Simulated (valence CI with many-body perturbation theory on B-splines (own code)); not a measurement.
# Nb IX: key properties

Calculated by valence CI with perturbative core correlation (CI+MBPT): five valence electrons over a frozen Dirac-Fock core [Ar] 3d10, radial functions for each j: 9 s, 9 p, 8 d, 6 f, 3 g, 1 h, with the one-electron correlation potential Σ1, the two-electron term Σ2, the three-electron term Σ3, Breit, model QED; selected CI, second order for the rest, scaled by the run's own slope (own B-spline code, finite nucleus).

No measured levels were compared; by estimate levels hold to about 250 cm⁻¹ or 0.2 % of their energy and the worst to 1 %, as in measured heavy ions of charge 2 to 7; those with d or f electrons hold less well. Among the levels kept, up to 760 cm⁻¹ of a level comes from second order outside the variational space, and about a tenth of that is noise between levels of different J, which matters for small intervals.

Rates and lifetimes use the calculated energies. Strong lines usually hold to 10 to 20 %, long lifetimes can be off by a factor of two.

(1) What is the ground level?

(2) Where does the other parity begin?

(3) Among levels below 511350 cm⁻¹, which E1 lines absorb most strongly from the ground level?

(4) How well does LS coupling describe the low levels?

(5) What are the static dipole polarisabilities of the lowest levels?

Results:

(1) 4s²4p³ ⁴S°_3/2, composition 86 % 4s²4p³ ⁴S° + 9 % 4s²4p³ ²P° + 2 % 4s²4p³ ²D°, g = 1.907.

(2) At 4s4p⁴ ⁴P_5/2, 206230 cm⁻¹.

(3) to 4s²4p²4d ⁴P_5/2 at 26.17 nm, f = 1.46; to 4s²4p²4d ⁴P_3/2 at 25.93 nm, f = 0.867; to 4s²4p²4d ⁴P_1/2 at 25.63 nm, f = 0.414.

(4) Among the lowest 20 levels the leading LS term, summed over configurations, holds 85 % on average. For single configurations the figures are 77 % in LS and 64 % in jj coupling. Terms mix most in the J = 7/2 level at 343230 cm⁻¹, where the leading one holds 50 %.

(5) 4s²4p³ ⁴S°_3/2 1.42 (tensor 0.0071); 4s²4p³ ²D°_3/2 1.42 (tensor 0.072); 4s²4p³ ²D°_5/2 1.43; 4s²4p³ ²P°_1/2 1.42 bohr³, of which the core gives 0.0691.
